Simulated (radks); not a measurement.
Pd26+, 20 electrons, occupied as [Ar] 3d2. All-electron calculation, Dirac Kohn-Sham, PBE, spin-unpolarised, spherical densities, finite nucleus; open shells are shared between the two j in proportion to 2j + 1; Fermi nuclear charge, rms radius 4.5318 fm. Program: a radial shooting solver on a logarithmic mesh with Libxc functionals. Some entries of the table are withheld. Estimate them.

| orbital | occ. | eigenvalue (hartree) | <1/r> (bohr^-1) | <r^2> (bohr^2) |
|---|---|---|---|---|
| 1s1/2 | 2 | -929.9102 | 48.24 | 0.001371 |
| 2s1/2 | 2 | (1) | 11.16 | 0.02215 |
| 2p1/2 | 2 | (2) | 11.12 | 0.01657 |
| 2p3/2 | 4 | (3) | 10.49 | 0.01785 |
| 3s1/2 | 2 | -58.84129 | 4.254 | 0.1389 |
| 3p1/2 | 2 | -55.44786 | 4.184 | 0.1306 |
| 3p3/2 | 4 | -54.16051 | 4.028 | 0.1368 |
| 3d3/2 | 0.8 | -48.75427 | (4) | 0.1088 |
| 3d5/2 | 1.2 | -48.46867 | (5) | 0.1104 |

Answer. 
(1) 2s1/2 eigenvalue (hartree): -171.2746
(2) 2p1/2 eigenvalue (hartree): -162.1772
(3) 2p3/2 eigenvalue (hartree): -156.2552
(4) 3d3/2 <1/r> (bohr^-1): 3.901
(5) 3d5/2 <1/r> (bohr^-1): 3.860
